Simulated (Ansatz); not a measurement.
Coupled-cluster run, `F[Si]1(Cl)CO1`.

```yaml
crystal:
  periodic: [false, false, false]
  atoms:
    - {symbol: F, position_ang: [0.274584, -1.404953, 1.596854]}
    - {symbol: Si, position_ang: [-0.166341, -0.729679, 0.243130]}
    - {symbol: Cl, position_ang: [-1.675694, -1.825481, -0.508080]}
    - {symbol: C, position_ang: [0.188769, 0.966401, -0.164499]}
    - {symbol: O, position_ang: [0.991202, -0.187086, -0.754467]}
    - {symbol: H, position_ang: [0.803447, 1.598791, 0.471233]}
    - {symbol: H, position_ang: [-0.354769, 1.514107, -0.929769]}
basis:
  gaussian: {orbitals: def2-SVP}
correlation: {method: ccsd_t}
```

```sh
$ ansatz run in.yaml --threads 2 --pin off --events-out ev --progress --plain --max-ram 4352MiB
```

Output of Ansatz, abridged:

```
Functional definition: HF
829 factors; integrals over basis functions are off by at most 9.5e-4 eV
mean field evaluation 1: about -26159.0947 eV, gradient 3.8e1 eV
mean field evaluation 2: about -26159.0982 eV, gradient 3.8e1 eV
mean field evaluation 4: about -26162.0381 eV, gradient 3.1e0 eV
mean field evaluation 8: about -26162.0683 eV, gradient 1.7e-4 eV
mean field -26162.06826643 eV, -961.4382755046 hartree, gradient 1.4e-6 eV, S^2 0.000000; 0 other end points of the search recorded, 0 dependent functions left out
13 core orbitals not correlated: weight in the atoms' cores, before any rotation towards them, 1.000 or more for the frozen orbitals, at most 0.000 for the correlated occupied ones
reference -26162.06826643 eV, -961.4382755046 hartree; 15, 15 occupied and 60, 60 virtual orbitals, 829 factors
second order -19.69601316 eV of doubles, -0.00000000 eV of singles
cycle   1  -19.93079725 eV  change   -2.3e-1 eV  update   1.0e-1
cycle   2  -20.38038331 eV  change   -4.5e-1 eV  update   3.0e-2
cycle   3  -20.50084745 eV  change   -1.2e-1 eV  update   1.5e-2
cycle   4  -20.49470458 eV  change    6.1e-3 eV  update   3.1e-3
cycle   5  -20.49380063 eV  change    9.0e-4 eV  update   1.3e-3
cycle   6  -20.49423184 eV  change   -4.3e-4 eV  update   3.8e-4
cycle   7  -20.49405262 eV  change    1.8e-4 eV  update   1.3e-4
cycle   8  -20.49401929 eV  change    3.3e-5 eV  update   4.4e-5
cycle   9  -20.49403776 eV  change   -1.8e-5 eV  update   1.5e-5
perturbative correction -0.50870397 eV, -0.0186945262 hartree
Total energy: -26183.07100816 eV, -962.2101120270 hartree
```

Hardware: 2 threads of an Intel Xeon Platinum 8488C on a shared host. Wall time 2.6 s, peak host memory 0.3 GiB.

MP2 recovers 93.8 % of the CCSD(T) correlation energy and the triples give 2.4 %; T1 = 0.0125.
